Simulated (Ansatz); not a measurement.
Sn4H7⁻, relaxed as a singlet with RKS PBE-D4/def2-SVPD in Ansatz, starting from the GFN1-xTB geometry. Force threshold 0.02 eV/Å.

In the def2 sets Sn takes a core potential; there is no spin–orbit coupling. Another isomer (singlet) lies 0.94 eV lower at PBE0-D4/def2-TZVPD; other spin states weren't run for this one.

Start:

Cartesian coordinates in Å:
```
Sn 0.984 -1.109 -0.911
Sn 0.654 2.214 -1.104
Sn -0.747 0.611 0.820
Sn 0.194 -1.746 2.174
H -0.775 2.367 -2.166
H -2.506 0.366 0.829
H 0.937 -2.351 0.564
H -0.812 -0.626 -0.635
H 0.104 3.729 -0.303
H 0.205 -2.496 -1.774
H 1.762 -0.959 2.505
```

```csv
step,energy (eV),largest force component (eV/Å),SCF passes
1,-23440.3304,1.149,20
2,-23440.6309,0.534,27
3,-23440.7653,0.193,20
4,-23440.8551,0.132,20
5,-23440.9093,0.219,20
6,-23440.9559,0.210,19
7,-23440.9998,0.337,19
8,-23441.0446,0.295,19
9,-23441.0786,0.476,19
10,-23441.1106,0.362,20
11,-23441.1392,0.231,20
12,-23441.1441,0.129,20
13,-23441.1600,0.057,20
14,-23441.1607,0.056,20
15,-23441.1623,0.064,20
16,-23441.1633,0.030,21
17 (rejected),-23441.1620,0.050,20
18,-23441.1643,0.007,21
19,-23441.1647,0.015,21
20,-23441.1648,0.013,22
```

Force components are those of the run's own axes.

End:

```xyz
11

Sn    0.885   -2.391   -0.748
Sn    0.502    3.119   -0.804
Sn   -0.480    0.445   -0.149
Sn    0.443   -1.025    2.213
H    -1.029    3.340   -1.754
H    -2.156   -0.091   -0.328
H     0.636   -2.697    1.351
H     0.189   -0.629   -1.579
H    -0.360    3.617    0.716
H    -0.813   -3.008   -0.813
H     2.184   -0.680    1.897
```

By distances, no bond broke or formed. The bond that changes most is Sn1–H7, from 1.93 to 2.14 Å (atoms count from 1).

The force fell under the threshold at step 18, but the optimiser went on. No frequencies were taken in this run, so the end may be a saddle point.

It took 49 s on 4 threads of Arm Neoverse V2 on a shared host.
